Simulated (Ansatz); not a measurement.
Basis-set extrapolation for C$_{3}$H$_{6}$S$_{2}$Si (`C#CSS[SiH2]C`) (PBE0-D4/def2-TZVP geometry, frozen core, Ansatz). Multiplicity 1, RHF reference.

```json
{"": "HF", "def2-TZVPP": "-1201.132329", "def2-QZVPP": "-1201.168671"}
{"": "MP2 correlation", "def2-TZVPP": "-0.949602", "def2-QZVPP": "-1.021682"}
{"": "CCSD(T) correlation", "def2-TZVPP": "-1.059069", "def2-QZVPP": "not run"}
```

Energies in hartree. Use E(X) = E(∞) + A·exp(−7.88·√X) for Hartree–Fock and E(X) = E(∞) + B·X^(−2.97) for correlation, with X = 3 and 4, and add CCSD(T) minus MP2 of the smaller set to the MP2 limit.

Question: What is the CCSD(T) energy at the basis-set limit?

Answer: HF limit: -1201.168671 + (-0.036342) × 0.13774 = -1201.17368. MP2 limit: -1.021682 + (-0.072080) × 0.74074 = -1.07507. Higher-order term: -1.059069 − (-0.949602) = -0.10947. Total: -1202.35822 hartree, 438.0 kJ/mol below CCSD(T)/def2-TZVPP.
